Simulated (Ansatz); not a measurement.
Isolated molecules relaxed with PBE0-D4/def2-TZVP in Ansatz; ΔE leaves out vibrations. CBS: MP2 limit from def2 TZ/QZ plus the TZ coupled-cluster correction, frozen cores. This one scheme is used for every species, atoms too. DFT in def2-TZVPP. Open shells (•) are unrestricted, without spin–orbit coupling. Spin–orbit coupling would lower the free atoms: a little for C, S, Si. Each species was taken in one conformer, which may not be the lowest.

Consider the atomization: `[SiH3][SiH2]CC=S` → 2 C• + 8 H• + S• + 2 Si•.

```csv
level,ΔE (eV),difference from CCSD(T)/CBS
PBE-D4,45.91,0.45
r2SCAN-D4,45.59,0.13
PBE0-D4,45.43,-0.03
ωB97X-V,45.71,0.25
PBE,45.54,0.08
r2SCAN,45.50,0.04
PBE0,45.11,-0.35
HF/def2-TZVPP,33.65,-11.81
SCS-MP2/def2-TZVPP,44.57,-0.89
CCSD/def2-TZVPP,43.63,-1.83
CCSD(T)/def2-TZVPP,44.29,-1.17
HF/def2-QZVPP,33.71,-11.75
MP2/def2-QZVPP,45.16,-0.30
SCS-MP2/def2-QZVPP,45.35,-0.11
MP2/CBS(def2),45.64,0.18
CCSD/CBS(def2),44.80,-0.66
CCSD(T)/CBS,45.46,0
```

Largest T1 diagnostic among the species: 0.016.

In def2-TZVPP, CCSD(T) changes the Hartree–Fock value by +10.64 eV (the triples alone add +0.66 eV) and MP2 by +10.83 eV; breaking electron pairs costs correlation energy, which Hartree–Fock lacks. From PBE to PBE0 (25 % exact exchange), in def2-TZVPP and without D4, ΔE moves by −0.43 eV: exact exchange takes away binding that semilocal exchange gives to molecules. The D4 term adds +0.59 eV with B3LYP and +0.31 eV with PBE0; it sums over pairs of atoms, weighted by their polarisabilities, and B3LYP, whose exchange is more repulsive, gets the larger term.

B3LYP here is the variant with VWN-RPA as its local correlation; programs differ in this.

For atomizations the MP2-based limit and the directly extrapolated one differ by several kJ/mol either way, and by 10 to 25 for some Ge, Se and Sn compounds, so smaller differences from it don't rank the levels.
